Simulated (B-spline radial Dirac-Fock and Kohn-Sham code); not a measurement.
# Auger parameter of gallium: the L3 level and its strongest L3-MM line

Method: multi-electron Dirac-Fock with separately optimised hole states, Breit and Lamb-shift corrections added in first order. Computed with a radial atomic solver. The modified Auger parameter α′ is the binding energy plus the kinetic energy of the Auger electron; it does not depend on the energy zero. For free ions it tends to fall with charge, since less charge screens the final holes.

```
            species      configuration  binding 2p3/2 (eV)  Auger line  kinetic (eV)  α′ (eV)
                 Ga  [Ar] 3d10 4s2 4p1              1125.0    M3M3 J=2         876.6   2001.6
                Ga⁺      [Ar] 3d10 4s2              1134.6    M3M3 J=2         865.2   1999.8
   Ga⁺ (Watson 2 Å)      [Ar] 3d10 4s2              1127.5    M3M3 J=2         872.4   1999.8
 Ga⁺ (Watson 2.7 Å)      [Ar] 3d10 4s2              1129.2    M3M3 J=2         870.5   1999.8
               Ga²⁺      [Ar] 3d10 4s1              1147.4    M3M3 J=2         851.1   1998.5
Ga²⁺ (Watson 1.8 Å)      [Ar] 3d10 4s1              1131.5    M3M3 J=2         867.1   1998.6
               Ga³⁺          [Ar] 3d10              1161.6    M3M3 J=2         836.0   1997.6
               Ga³⁺       [Ar] 3d9 4s1              1174.4    M3M3 J=2         829.6   2004.0
Ga³⁺ (Watson 2.7 Å)          [Ar] 3d10              1145.6    M3M3 J=2         852.0   1997.6
  Ga³⁺ (Watson 3 Å)          [Ar] 3d10              1147.2    M3M3 J=2         850.4   1997.6
               Ga⁴⁺           [Ar] 3d9              1190.1    M3M3 J=2         813.6   2003.7
               Ga⁵⁺           [Ar] 3d8              1221.6    M3M3 J=2         790.5   2012.1
               Ga⁶⁺           [Ar] 3d7              1255.8    M3M3 J=2         766.8   2022.6
               Ga⁷⁺           [Ar] 3d6              1292.7    M3M3 J=2         742.5   2035.3
```
